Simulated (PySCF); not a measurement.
## Nickel: a sound run and one with changed settings

Sound run: Ni [Ar] 3d8 4s2, Ni⁺ [Ar] 3d9. All numbers are calculated (PySCF 2.14, the non-relativistic Hamiltonian (point nucleus), in def2-TZVP (6s4p4d1f, 45 functions)). In the sound run the correlated levels freeze [Ar]. The sound run starts from symmetry-adapted Hartree-Fock orbitals and uses a fine grid where one is needed.

Changed run: initial guess sap, at most 50 SCF cycles.

```json
{"species": "Ni", "method": "UHF", "sound run (hartree)": "-1506.84619", "changed run (hartree)": "-1506.79579", "converged": "yes"}
{"species": "Ni", "method": "BP86", "sound run (hartree)": "-1508.48454", "changed run (hartree)": "-1508.51795", "converged": "yes"}
{"species": "Ni", "method": "PBE", "sound run (hartree)": "-1508.00514", "changed run (hartree)": "-1508.03861", "converged": "yes"}
{"species": "Ni⁺", "method": "UHF", "sound run (hartree)": "-1506.56322", "changed run (hartree)": "-1506.56320", "converged": "yes"}
{"species": "Ni⁺", "method": "BP86", "sound run (hartree)": "-1508.21586", "changed run (hartree)": "-1508.21666", "converged": "yes"}
{"species": "Ni⁺", "method": "PBE", "sound run (hartree)": "-1507.74241", "changed run (hartree)": "-1507.73724", "converged": "no"}
{"species": "Ni⁺", "method": "MP2", "sound run (hartree)": "-1506.86808", "changed run (hartree)": "-1506.86808", "converged": "yes"}
```

The plain start fixes occupations by D2h representation alone, and Ni at UHF, Ni at BP86, Ni at PBE landed in another state (other ⟨L²⟩ or ⟨S²⟩).
